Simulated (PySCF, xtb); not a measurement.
C₄H₅BO₂, SMILES C#CB(O)OC=C.

GFN2-xTB (xtb) at its own geometry gives an orbital gap of 4.41 eV and a dipole moment of 1.43 D.

The structure is a stationary point at TPSSh-D3(BJ)/def2-SVP. The structure was generated by enumeration, and PubChem lists no compound with its InChIKey, so it may never have been made. The values are those of a single conformer.

Q: What does HF/def2-TZVP (PySCF) give? (Estimate from the structure and the level; the computed values follow.)

A: gap 12.35 eV (levels -9.57 and 2.78 eV), dipole 1.63 D.
